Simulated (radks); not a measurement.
Problem. Ionisation of the gallium ion Ga2+, [Ar] 3d10 4s1, to [Ar] 3d10 as the strength of local exchange is varied. Calculated with a radial shooting solver on a logarithmic mesh with Libxc functionals: Dirac Kohn-Sham, Slater X-alpha exchange (alpha = 2/3 is LDA exchange), no correlation, spin-unpolarised, spherical densities, point nucleus.

| alpha | E(Ga2+) (hartree) | exchange (hartree) | IE (eV) | -e of the level emptied (eV) | <r> of it (bohr) |
|---|---|---|---|---|---|
| 0.566 | -1927.06427 | -58.64798 | 29.348 | 24.194 (4s1/2) | 2.118 |
| 0.608 | -1931.42128 | -63.14603 | 29.774 | 24.625 (4s1/2) | 2.103 |
| 0.667 | -1937.55889 | -69.49855 | 30.377 | 25.234 (4s1/2) | 2.082 |
| 0.94 | -1966.21666 | -99.40476 | 33.208 | 28.128 (4s1/2) | 1.991 |
| 0.951 | -1967.38026 | -100.62736 | 33.324 | 28.248 (4s1/2) | 1.988 |
| 1.042 | -1977.03264 | -110.79368 | 34.285 | 29.241 (4s1/2) | 1.959 |
| ? | -1960.51446 | -93.42260 | 32.642 | 27.546 (4s1/2) | 2.008 |

Which alpha was used in the last row?

Solution. alpha = 0.886. NIST Atomic Spectra Database: 30.726 eV (measured). The Delta-SCF value meets it near alpha = 0.70. Spin polarisation and multiplet splitting are left out, so open shells lie too high by an amount that depends on their filling.

Beside tabulated values, note that spin-unpolarised runs miss the spin-polarisation part of the exchange energy of open shells.
